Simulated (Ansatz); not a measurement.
Program: Ansatz 0.2.0.

BrF2In, SMILES `[F][In]([F])[Br]` at its PBE0-D4/def2-TZVP geometry, where that method's forces vanish. Charge 0, multiplicity 1. In takes the def2 core potential.

```
atom    x (Å)    y (Å)    z (Å)
  F1   0.6120  -1.6732   0.8349
 In2  -0.0438  -0.0619   0.0118
  F3  -1.9015  -0.1482  -0.4835
 Br4   1.3332   1.8834  -0.3633
```

For each bond, give half the difference of the two atoms' forces along it (eV/Å; positive pushes the atoms apart) under PBE-D4, r2SCAN-D4, B3LYP-D4, ωB97M-V in def2-TZVPP. (Estimate.)

The calculation gave: 
| bond | length (Å) | PBE-D4 | r2SCAN-D4 | B3LYP-D4 | ωB97M-V |
| --- | --- | --- | --- | --- | --- |
| F1–In2 | 1.925 | 0.38 | 0.07 | 0.19 | 0.04 |
| In2–F3 | 1.925 | 0.38 | 0.07 | 0.19 | 0.04 |
| In2–Br4 | 2.413 | 0.01 | 0.00 | 0.11 | -0.10 |

B3LYP here is the variant with VWN-RPA as its local correlation; programs differ in this.
